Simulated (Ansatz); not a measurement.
```yaml
crystal:
  periodic: [false, false, false]
  atoms:
    - {symbol: F, position_ang: [-1.607295, 1.731735, 1.020337]}
    - {symbol: Sn, position_ang: [-0.420697, 1.874538, -0.493479]}
    - {symbol: O, position_ang: [0.210005, 0.039323, -0.694426]}
    - {symbol: Si, position_ang: [0.713760, -1.182680, 0.276906]}
    - {symbol: H, position_ang: [-1.435740, 2.176269, -1.877067]}
    - {symbol: H, position_ang: [1.729066, -1.982093, -0.456731]}
    - {symbol: H, position_ang: [-0.427240, -2.061325, 0.643633]}
    - {symbol: H, position_ang: [1.330340, -0.652868, 1.525026]}
basis:
  gaussian: {orbitals: def2-TZVPD, point_charges: [{charge: 0.50, position_ang: [4.453, -0.279, -0.019]}]}
magnetization: {spin_polarized: true, initial_magnetization: 1}
hamiltonian: {xc: {name: HF}}
correlation: {active_space: {window: {electrons: 6, orbitals: 2}}}
```

```sh
$ ansatz run in.yaml --threads 4 --pin off --events-out ev --progress --plain --max-ram 10444MiB
```

(1) How does Ansatz answer? (Best estimate.)

## Answers

(1) Computed: The input was rejected before any iteration.
```
Error: invalid value for `correlation.active_space`: it starts from restricted Hartree–Fock orbitals; set hamiltonian.xc: hf without magnetization.spin_polarized
```
